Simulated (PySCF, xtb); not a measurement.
HI2Si, SMILES I[SiH]I (connectivity only; charge and spin as stated), charge +1, multiplicity 1.

The structure is a stationary point at B3LYP-D3(BJ)/def2-SVP. The multiplicity is an assumed one; other spin states were not compared. The isomer is the one that the SMILES or the coordinates give; other isomers of the formula were not compared. The def2 effective core potentials stand for the cores of I; spin–orbit coupling is left out.

These are PySCF with IEF-PCM-PBE0/def2-SVP values and carry that method's errors.

The values are the electrostatic part of the solvation free energy, E(continuum) − E(gas) at the gas-phase geometry, in a cavity of scaled van der Waals radii (PySCF's table); cavitation and dispersion terms are not included. In vacuum the orbital gap is 4.56 eV.

| solvent | ε | ΔG(elec) (kcal/mol) | gap (eV) |
|---|---|---|---|
| water | 78.36 | (withheld) | (withheld) |
| 1-octanol | 9.86 | -48.5 | 4.69 |
| n-hexane | 1.88 | -25.1 | 4.61 |

Problem. What belongs in the gaps? (The exact figures need the calculation; the answer reports its results.)

Solution. 
- water, ΔG(elec) (kcal/mol): -53.3
- water, gap (eV): 4.71

For comparison, GFN2-xTB/ALPB(water) (xtb, at the GFN2-xTB geometry, all terms of that model) gives -40.9 kcal/mol.
